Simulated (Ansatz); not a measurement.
Consider the formal exchange of groups at a B–F bond: `FB1OCO1` + `CC=N` → `B1OCO1` + `N=CCF`.

Program: Ansatz. Geometries: PBE0-D4/def2-TZVP. ΔE: electronic, gas phase. CCSD(T)/CBS adds triple-zeta CCSD(T) − MP2 to the extrapolated MP2 energy (def2 sets, frozen cores). DFT in def2-TZVPP. Each species was taken in one conformer, which may not be the lowest.

CCSD(T)/CBS gives +2.29 eV.

Task: Another level gave +2.38 eV. Which?
A. PBE-D4/def2-TZVPP
B. r2SCAN-D4/def2-TZVPP
C. CAM-B3LYP/def2-TZVPP
D. MP2/def2-TZVPP

Result: D. MP2/def2-TZVPP 2.38, r2SCAN-D4 2.29, PBE-D4 2.20, CAM-B3LYP 2.25 eV.

Task: What do rigid-rotor, harmonic-oscillator terms from PBE0-D4/def2-TZVP frequencies (298.15 K, 1 bar) make of the CCSD(T)/CBS value? (Best estimate.)

Result: Computed: ΔZPE = -0.02 eV, ΔH = +2.26 eV, ΔS = -2 J/(mol·K), ΔG = +2.27 eV.

Largest T1 diagnostic among the species: 0.015.

At CCSD(T), def2-SVP lies +0.07 eV from the extrapolated value and def2-TZVPP +0.01 eV. From BLYP to BHLYP (50 % exact exchange), in def2-TZVPP and without D4, ΔE moves by +0.11 eV. Leaving LDA and LC-ωPBE aside and taking each functional with its dispersion term where it has one, the values, not all of them listed here, spread over 0.17 eV, from revPBE-D4 to B97M-V. LDA lies +0.04 eV from PBE without D4.
